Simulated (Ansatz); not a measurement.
```yaml
crystal:
  periodic: [false, false, false]
  atoms:
    - {symbol: P, position_ang: [2.422989, -8.768640, -1.012781]}
    - {symbol: In, position_ang: [-2.726684, -7.093841, 1.228900]}
    - {symbol: P, position_ang: [-2.496010, -1.444337, 0.177126]}
    - {symbol: In, position_ang: [-7.505785, 1.170474, 1.244831]}
    - {symbol: P, position_ang: [-6.398130, 6.470380, -0.998308]}
    - {symbol: In, position_ang: [7.828848, -7.047222, 0.029655]}
    - {symbol: P, position_ang: [6.425998, -1.376512, -0.186331]}
    - {symbol: In, position_ang: [1.935662, 1.119226, 2.384200]}
    - {symbol: P, position_ang: [2.008324, 6.256189, -0.185705]}
    - {symbol: In, position_ang: [-2.208603, 10.298757, 0.033458]}
    - {symbol: H, position_ang: [2.519150, -11.877409, -0.661882]}
    - {symbol: H, position_ang: [2.119994, -8.777614, -4.126063]}
    - {symbol: H, position_ang: [-5.302723, -8.621273, -1.103928]}
    - {symbol: H, position_ang: [-2.342229, -7.559782, 4.972036]}
    - {symbol: H, position_ang: [-2.025754, -1.166404, -2.909211]}
    - {symbol: H, position_ang: [-10.120821, -0.300908, -1.080565]}
    - {symbol: H, position_ang: [-7.707447, 1.734615, 4.988797]}
    - {symbol: H, position_ang: [-6.566190, 6.212906, -4.111149]}
    - {symbol: H, position_ang: [-9.044279, 8.103115, -0.639239]}
    - {symbol: H, position_ang: [9.944591, -7.715232, -3.045361]}
    - {symbol: H, position_ang: [8.581813, -7.738149, 3.672761]}
    - {symbol: H, position_ang: [6.169719, -0.563765, -3.195899]}
    - {symbol: H, position_ang: [8.949933, 0.349028, 0.480204]}
    - {symbol: H, position_ang: [2.356492, 1.361468, 6.129850]}
    - {symbol: H, position_ang: [2.582507, 5.628355, -3.195678]}
    - {symbol: H, position_ang: [4.762688, 7.584461, 0.478553]}
    - {symbol: H, position_ang: [-2.426062, 11.299086, 3.676074]}
    - {symbol: H, position_ang: [-1.738059, 12.463025, -3.044345]}
basis:
  gaussian: {orbitals: def2-mTZVP, point_charges: [{charge: 2.00, position_ang: [9.064, 0.099, 0.525]}]}
hamiltonian: {xc: {name: wB97X}}
output: {forces: true}
```

```sh
$ ansatz run in.yaml --threads 4 --pin off --events-out ev --progress --plain --max-ram 6963MiB
```

Task: Does this run fit into the memory that it is given?

Result: No. It has 344 basis functions, and the program plans for 8 GiB where 7 GiB are given.
